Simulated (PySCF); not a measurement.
# Calculated NMR parameters of NCc1cccc(N)c1

* Formula: C7H10N2
* SMILES: NCc1cccc(N)c1
* InChI: InChI=1S/C7H10N2/c8-5-6-2-1-3-7(9)4-6/h1-4H,5,8-9H2
* Point group of the computed structure: C1
* Degrees of unsaturation: 4
* Carbon signals: 7
* Proton signals: 7

Molfile (atoms numbered from 1):
```
C7H10N2
     RDKit          3D

 19 19  0  0  0  0  0  0  0  0999 V2000
   -2.9133   -0.6307    0.0943 N   0  0  0  0  0  0  0  0  0  0  0  0
   -1.9647   -0.3979   -0.9918 C   0  0  0  0  0  0  0  0  0  0  0  0
   -0.6217    0.0883   -0.5036 C   0  0  0  0  0  0  0  0  0  0  0  0
   -0.3800    1.4474   -0.3419 C   0  0  0  0  0  0  0  0  0  0  0  0
    0.8272    1.8779    0.1804 C   0  0  0  0  0  0  0  0  0  0  0  0
    1.7969    0.9675    0.5507 C   0  0  0  0  0  0  0  0  0  0  0  0
    1.5699   -0.4004    0.3993 C   0  0  0  0  0  0  0  0  0  0  0  0
    2.5028   -1.3221    0.8339 N   0  0  0  0  0  0  0  0  0  0  0  0
    0.3527   -0.8237   -0.1317 C   0  0  0  0  0  0  0  0  0  0  0  0
   -2.5297   -1.3135    0.7410 H   0  0  0  0  0  0  0  0  0  0  0  0
   -3.0515    0.2300    0.6155 H   0  0  0  0  0  0  0  0  0  0  0  0
   -2.4126    0.3382   -1.6649 H   0  0  0  0  0  0  0  0  0  0  0  0
   -1.8526   -1.3407   -1.5345 H   0  0  0  0  0  0  0  0  0  0  0  0
   -1.1345    2.1648   -0.6306 H   0  0  0  0  0  0  0  0  0  0  0  0
    1.0157    2.9352    0.2985 H   0  0  0  0  0  0  0  0  0  0  0  0
    2.7385    1.3059    0.9587 H   0  0  0  0  0  0  0  0  0  0  0  0
    2.4288   -2.2478    0.4438 H   0  0  0  0  0  0  0  0  0  0  0  0
    3.4472   -0.9860    0.9308 H   0  0  0  0  0  0  0  0  0  0  0  0
    0.1711   -1.8833   -0.2554 H   0  0  0  0  0  0  0  0  0  0  0  0
  1  2  1  0
  2  3  1  0
  3  4  2  0
  4  5  1  0
  5  6  2  0
  6  7  1  0
  7  8  1  0
  7  9  2  0
  9  3  1  0
  1 10  1  0
  1 11  1  0
  2 12  1  0
  2 13  1  0
  4 14  1  0
  5 15  1  0
  6 16  1  0
  8 17  1  0
  8 18  1  0
  9 19  1  0
M  END
```

[PySCF 2.14.0 with density-fitted response routines: σ from GIAO-PBE0/pcSseg-1; GFN2-xTB geometry; non-relativistic; averaged over atoms made equivalent by symmetry, fast rotation or ring inversion; single conformer; in vacuum]

Referencing at the same level of theory: 1H (σref 31.72) and 13C (σref 186.93) against TMS; NH3 for 15N (σref 267.73).

| carbon | δC, type | δH (multiplicity) | HMBC from (2–3 bonds) | span of the C tensor (ppm) |
| --- | --- | --- | --- | --- |
| C2 | 54.7, CH2 | 3.67 (s) | H14, H19 | 33 |
| C3 | 154.8, C | – | H15, H14, H19, H12/H13 | 233 |
| C4 | 120.2, CH | 6.68 (d) | H15, H16, H19, H12/H13 | 195 |
| C5 | 136.2, CH | 7.40 (m) | H14, H16 | 234 |
| C6 | 114.8, CH | 6.59 (d) | H15, H14, H19 | 179 |
| C7 | 153.1, C | – | H15, H16, H19 | 210 |
| C9 | 114.9, CH | 6.53 (s) | H14, H16, H12/H13 | 162 |

Other nuclei:
| atoms | nucleus | environment | δ (ppm) | σ (ppm) |
| --- | --- | --- | --- | --- |
| H17/H18 | 1H | hydrogen on an aniline-type nitrogen | 3.41 | 28.31 |
| H10/H11 | 1H | hydrogen on an amine nitrogen | 0.70 | 31.02 |
| N8 | 15N | aniline-type nitrogen | 77.0 | 190.7 |
| N1 | 15N | amine nitrogen | 62.0 | 205.8 |

1. Carbon types of the structure: 2 × C, 4 × CH, 1 × CH2, leaving 4 H on heteroatoms.
2. δC 154.8: substituted aromatic carbon.
3. δC 153.1: aromatic carbon bearing nitrogen; an ipso carbon deshielded by its heteroatom.
4. δC 136.2, 120.2, 114.9, 114.8: aromatic CH.
5. δC 54.7: sp3 CH2 bonded to N, on an aromatic ring; deshielded by the electronegative neighbour.
6. δH 0.70: hydrogen on an amine nitrogen; labile proton, position sensitive to the medium.

OH/NH shifts are gas-phase values; hydrogen bonding in solution moves them, usually downfield. Shifts are as computed. Against solution values, carbons near 30 ppm lie about +3 ppm off and those near 130 ppm about +5 ppm. Of 1211 compounds with measured shifts, 218 miss one by over three times the rms of a fit or turn the order of signals round; such compounds aren't used in these exercises. Experimental scales use liquid or dissolved standards, which lie at an offset from isolated NH3 (liquid NH3: subtract about 20 ppm). No couplings were computed; multiplicities are counted from neighbouring protons, with m where these are inequivalent, close in shift, in a saturated or five-membered ring or joined by F or P, and br s for small geminal =CH2 splittings.
